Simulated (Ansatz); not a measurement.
Basis sets compared for [(Cl)3Ti]2S (Ti₂SCl₆). The state is a singlet with charge 0. Geometry r2SCAN-D4/def2-SVP. Ansatz on 4 threads of Intel Xeon 6975P-C on a shared host; times are rough, and most runs start from earlier orbitals.

```xyz
9

Ti   -1.618   -0.186    0.674
Cl   -2.846    0.140   -1.084
Cl   -2.805    0.134    2.455
Cl   -0.788   -2.194    0.683
S     0.057    1.333    0.764
Ti    1.627    0.383   -0.561
Cl    2.895    2.003   -1.232
Cl    2.808   -1.045    0.565
Cl    0.670   -0.568   -2.264
```

Binding counts from free atoms (Ti triplet, Cl doublet, S triplet) in the same basis, without a counterpoise term.

```tsv
level	functions	energy (Eh)	HOMO (eV)	LUMO (eV)	binding per atom (eV)	wall time
PBE-D4/def2-SVP	188	-4855.9437	-7.40	-4.79	4.17	1.9 s
PBE-D4/def2-TZVP (with forces)	349	-4857.2616	-7.50	-4.85	–	5.5 s
PBE0-D4/def2-SVP	188	-4856.1891	-8.68	-4.25	3.79	3.7 s
PBE0-D4/def2-TZVP	349	-4857.4995	-8.70	-4.16	3.79	13 s
```

Problem. Estimate the rows for PBE-D4/def2-TZVPD, PBE0-D4/def2-TZVPD.

Solution. 
| level | functions | energy (Eh) | HOMO (eV) | LUMO (eV) | binding per atom (eV) | wall time |
| --- | --- | --- | --- | --- | --- | --- |
| PBE-D4/def2-TZVPD | 418 | -4857.2651 | -7.53 | -4.88 | – | 7 s |
| PBE0-D4/def2-TZVPD | 418 | -4857.5027 | -8.70 | -4.17 | 3.79 | 20 s |
